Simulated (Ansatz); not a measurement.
`O=C=C([SiH3])[SiH3]` + `C=C(N)S` → `C=C(N)S[SiH3]` + `O=C=C[SiH3]`  (ligand exchange at the Si–C bond)

Isolated molecules relaxed with PBE0-D4/def2-TZVP in Ansatz; ΔE leaves out vibrations. CCSD(T)/CBS is the MP2 limit (def2-TZVPP, def2-QZVPP) plus CCSD(T) − MP2 in def2-TZVPP, frozen cores. Functionals use def2-TZVPP. Each species was taken in one conformer, which may not be the lowest.

```json
{"level": "PBE-D4", "ΔE (eV)": "-0.28"}
{"level": "PBE0-D4", "ΔE (eV)": "-0.27"}
{"level": "ωB97X-V", "ΔE (eV)": "-0.26"}
{"level": "B2PLYP", "ΔE (eV)": "-0.23"}
{"level": "CCSD(T)/def2-TZVPP", "ΔE (eV)": "-0.23"}
{"level": "SCS-MP2/def2-QZVPP", "ΔE (eV)": "-0.22"}
{"level": "HF/CBS(def2)", "ΔE (eV)": "-0.21"}
{"level": "CCSD/CBS(def2)", "ΔE (eV)": "-0.25"}
```

What does CCSD(T)/CBS give? (Best estimate.)

Ansatz gave: -0.25 eV. The listed levels differ from it by -0.03, -0.02, -0.01, 0.02, 0.02, 0.03, 0.04, 0.00 eV.

Largest T1 diagnostic among the species: 0.016.
